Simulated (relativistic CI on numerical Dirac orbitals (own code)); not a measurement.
# I XLII: computed level list

Method of calculation: Dirac-Coulomb-Breit CI, orbitals from a KLI potential per configuration, a model potential for QED, unscaled Slater integrals (own radial code, finite nucleus).

Configurations in the expansion (outside the closed core [Ne]): 3s², 3s3p, 3p², 3s3d, 3d², 3p3d, 3p4s, 3d4s, 3s4s, 3s4p, 3s4d, 3s4f, 3s5s, 3s5p, 3s5d, 3s5f, 4s², 3s5g, 3s6s, 3s6p, 3s6d. Levels of other configurations are missing.

```tsv
No.	Configuration	Term	J	E (eV)	%	Landé g	jj configuration (%)
1	3s²	¹S	0	0.00	99		closed (99)
2	3s3p	³P°	0	84.15	100		3s 3p1/2 (100)
3	3s3p	³P°	1	92.73	82	1.402	3s 3p1/2 (97)
4	3s3p	³P°	2	161.55	100	1.494	3s 3p3/2 (100)
5	3s3p	¹P°	1	187.88	81	1.085	3s 3p3/2 (96)
6	3p²	³P	0	203.00	74		3p1/2^2 (98)
7	3p²	¹D	2	270.79	58	1.137	3p1/2 3p3/2 (86)
8	3p²	³P	1	271.74	100	1.495	3p1/2 3p3/2 (100)
9	3s3d	³D	1	303.30	100	0.493	3s 3d3/2 (100)
10	3s3d	³D	2	307.61	87	1.159	3s 3d3/2 (81)
11	3s3d	³D	3	320.37	100	1.328	3s 3d5/2 (100)
12	3s3d	¹D	2	328.50	57	1.169	3s 3d5/2 (64)
13	3p²	¹D	2	361.72	40	1.177	3p3/2^2 (74)
14	3p²	¹S	0	368.10	72		3p3/2^2 (98)
15	3p3d	³F°	2	394.30	76	0.749	3p1/2 3d3/2 (100)
16	3p3d	³D°	1	416.46	59	0.791	3p1/2 3d3/2 (98)
17	3p3d	³F°	3	423.06	66	1.111	3p1/2 3d5/2 (94)
18	3p3d	³P°	2	423.29	45	1.257	3p1/2 3d5/2 (99)
19	3p3d	³D°	2	479.34	45	1.008	3p3/2 3d3/2 (92)
20	3p3d	³D°	3	486.67	45	1.173	3p3/2 3d3/2 (79)
21	3p3d	³P°	0	486.81	100		3p3/2 3d3/2 (100)
22	3p3d	³P°	1	487.23	68	1.180	3p3/2 3d3/2 (97)
23	3p3d	³F°	4	488.80	100	1.244	3p3/2 3d5/2 (100)
24	3p3d	³P°	2	498.38	54	1.295	3p3/2 3d5/2 (92)
25	3p3d	¹F°	3	513.70	64	1.114	3p3/2 3d5/2 (82)
26	3p3d	¹P°	1	521.32	75	1.011	3p3/2 3d5/2 (95)
27	3d²	³F	2	614.20	84	0.719	3d3/2^2 (96)
28	3d²	³F	3	628.80	100	1.077	3d3/2 3d5/2 (100)
29	3d²	³P	0	630.21	86		3d3/2^2 (91)
30	3d²	³F	4	637.03	63	1.152	3d3/2 3d5/2 (81)
31	3d²	³P	2	637.82	48	1.192	3d3/2 3d5/2 (95)
32	3d²	³P	1	640.46	100	1.495	3d3/2 3d5/2 (100)
33	3d²	¹G	4	651.33	63	1.087	3d5/2^2 (81)
34	3d²	³P	2	656.44	51	1.237	3d5/2^2 (99)
35	3d²	¹S	0	678.85	85		3d5/2^2 (90)
36	3s4s	³S	1	1421.30	100	1.996	3s 4s (100)
37	3s4s	¹S	0	1431.11	100		3s 4s (100)
38	3s4p	³P°	0	1465.51	99		3s 4p1/2 (99)
39	3s4p	³P°	1	1466.31	69	1.338	3s 4p1/2 (99)
40	3s4p	¹P°	1	1495.68	61	1.166	3s 4p3/2 (90)
41	3s4p	³P°	2	1496.78	100	1.496	3s 4p3/2 (100)
42	3p4s	³P°	0	1522.78	99		3p1/2 4s (99)
43	3p4s	³P°	1	1526.74	66	1.335	3p1/2 4s (90)
44	3s4d	³D	1	1547.50	100	0.497	3s 4d3/2 (100)
45	3s4d	³D	2	1548.18	72	1.116	3s 4d3/2 (98)
46	3s4d	³D	3	1554.84	100	1.330	3s 4d5/2 (100)
47	3s4d	¹D	2	1556.29	72	1.044	3s 4d5/2 (98)
48	3s4f	³F°	2	1584.58	100	0.664	3s 4f5/2 (100)
49	3s4f	³F°	3	1585.52	96	1.076	3s 4f5/2 (76)
50	3s4f	³F°	4	1587.57	100	1.247	3s 4f7/2 (100)
51	3s4f	¹F°	3	1593.35	96	1.001	3s 4f7/2 (76)
52	3p4s	³P°	2	1601.16	100	1.495	3p3/2 4s (100)
53	3p4s	¹P°	1	1605.14	69	1.142	3p3/2 4s (99)
54	3d4s	³D	1	1727.32	100	0.492	3d3/2 4s (100)
55	3d4s	³D	2	1728.23	67	1.106	3d3/2 4s (99)
56	3d4s	³D	3	1744.72	100	1.328	3d5/2 4s (100)
57	3d4s	¹D	2	1746.41	67	1.049	3d5/2 4s (99)
58	3s5s	³S	1	2050.87	100	1.997	3s 5s (100)
59	3s5s	¹S	0	2054.32	100		3s 5s (100)
60	3s5p	³P°	0	2072.79	100		3s 5p1/2 (100)
61	3s5p	³P°	1	2073.20	70	1.347	3s 5p1/2 (100)
62	3s5p	³P°	2	2088.33	100	1.497	3s 5p3/2 (100)
63	3s5p	¹P°	1	2089.29	70	1.148	3s 5p3/2 (100)
64	3s5d	³D	1	2112.91	100	0.498	3s 5d3/2 (100)
65	3s5d	³D	2	2113.28	73	1.118	3s 5d3/2 (98)
66	3s5d	³D	3	2116.67	100	1.331	3s 5d5/2 (100)
67	3s5d	¹D	2	2117.48	73	1.044	3s 5d5/2 (98)
68	3s5f	³F°	2	2131.36	100	0.665	3s 5f5/2 (100)
69	3s5f	³F°	3	2131.77	91	1.073	3s 5f5/2 (84)
70	3s5f	³F°	4	2132.90	100	1.248	3s 5f7/2 (100)
```

Energies count from the lowest computed level; ° marks odd parity. Filled j subshells are mostly left out of the jj labels.

The mean weight of the leading LS term, summed over parents, in these 70 levels is 82 %, and that of the leading jj configuration (from the same eigenvectors) 95 %, so jj coupling describes them better and the LS labels are nominal.

At this charge energies of transitions that change n are usually good to better than 1 %, and those within a shell (Δn = 0) to a few per cent.

LS names give the leading component of a level, which can be under half, so a name can repeat, a term be missing and a line seem to break the LS rules.
